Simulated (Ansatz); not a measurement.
The same path of BClF2 + H2 (6 atoms, charge 0, multiplicity 1) was run twice with different band settings. Lost on the way: B1–F2, H5–H6. Made: B1–H5, F2–H6.

Computed with RKS PBE/def2-SVP (Ansatz 0.2.0).

Relaxed end points:

```xyz
6
Properties=species:S:1:pos:R:3
B 0.017 0.483 -0.052
F 0.006 0.806 1.232
Cl 1.517 0.498 -0.960
F -1.124 0.163 -0.642
H 0.349 -2.400 0.813
H 0.263 -2.015 1.472
```

```xyz
6
Properties=species:S:1:pos:R:3
B 0.102 -0.444 -0.418
F 0.093 -0.018 1.868
Cl 1.527 0.464 -0.924
F -1.101 0.074 -0.623
H 0.210 -1.612 -0.099
H 0.196 -0.930 2.061
```

Common settings: climbing image yes; spring 5.0 eV/Å²; optimiser quadratic models (default); start path through a guess of the saddle point; force threshold 0.05 eV/Å; iteration limit 60; end points relaxed.

| run | movable images |
| --- | --- |
| 1 | 5 |
| 2 | 3 |

Problem. What does each run give, and how far can it be trusted?

Solution. Run 1: converged after 22 iterations, highest image 1.763 eV above the first end. A vibrational analysis at the climbing image gives one clearly imaginary mode, 956i cm⁻¹: a first-order saddle point.
Run 2: converged after 22 iterations, highest image 1.763 eV above the first end. Neighbouring images differ by up to 1.3 eV, so the band resolves the path poorly. Another band between the same ends (5 images) ends at a top of the same energy, where a vibrational analysis finds 1 clearly imaginary mode. So few images can step over the top or miss a turn of the path.
The orbitals stay closed-shell, which can raise the energy where a bond breaks towards radicals; this wasn't checked here.
